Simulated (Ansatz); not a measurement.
Program: Ansatz. Geometries: PBE0-D4/def2-TZVP. ΔE: electronic, gas phase. CBS: MP2 limit from def2 TZ/QZ plus the TZ coupled-cluster correction, frozen cores. This one scheme is used for every species. Functionals use def2-TZVPP. B3LYP here is the variant with VWN-RPA as its local correlation; programs differ in this. One conformer a species, not always the lowest.

Consider the ligand exchange at a B–N bond: `O=C=NBCl` + `CCNC` → `CCN(C)BCl` + `N=C=O`.

CCSD(T)/CBS gives -0.48 eV.

(1) Another level gave -0.19 eV. Which?
A. HF/def2-TZVPP
B. r2SCAN/def2-TZVPP
C. CCSD(T)/def2-TZVPP
D. B3LYP/def2-TZVPP

Largest T1 diagnostic among the species: 0.018.

Answers

(1) A. HF/def2-TZVPP -0.19, r2SCAN -0.40, B3LYP -0.32, CCSD(T)/def2-TZVPP -0.48 eV.

In def2-TZVPP, CCSD(T) changes the Hartree–Fock value by −0.28 eV (the triples alone add −0.04 eV) and MP2 by −0.29 eV. The D4 term adds −0.09 eV with B3LYP and −0.05 eV with PBE0; it sums over pairs of atoms, weighted by their polarisabilities, and B3LYP, whose exchange is more repulsive, gets the larger term.
